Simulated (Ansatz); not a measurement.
`[F][Hf]([F])([F])[SeH]`, relaxed with RKS PBE0-D4/def2-TZVP in Ansatz 0.2.0 from a GFN2-xTB geometry. The force threshold is 0.005 eV/Å; the program also tests the step.

The species carries charge 0 and has multiplicity 1. Hf takes the def2 core potential.

Start:

```xyz
6

F     0.494    1.807   -0.368
Hf    0.423    0.154    0.422
F     2.040   -0.415    1.073
F    -0.809    0.324    1.766
Se   -0.511   -1.338   -1.244
H    -1.638   -0.533   -1.649
```

(1) By how much does the energy fall, and how many steps does the optimiser take? (Estimate.)

(2) Which bonds change most? (Estimate.)

(3) Give the relaxed structure. (An estimate is asked.)

Results:

(1) Computed: 42.41 kJ/mol, in 13 steps, 1 of them rejected.

(2) Ansatz gave: Hf2–Se5 from 2.424 to 2.578 Å; Hf2–F4 from 1.831 to 1.894 Å; F1–Hf2 from 1.833 to 1.894 Å; Hf2–F3 from 1.834 to 1.890 Å.

(3) The calculation gave: 
```xyz
6

F     0.588    1.932   -0.348
Hf    0.381    0.208    0.410
F     2.033   -0.463    1.038
F    -0.877    0.353    1.818
Se   -0.472   -1.447   -1.373
H    -1.654   -0.583   -1.544
```
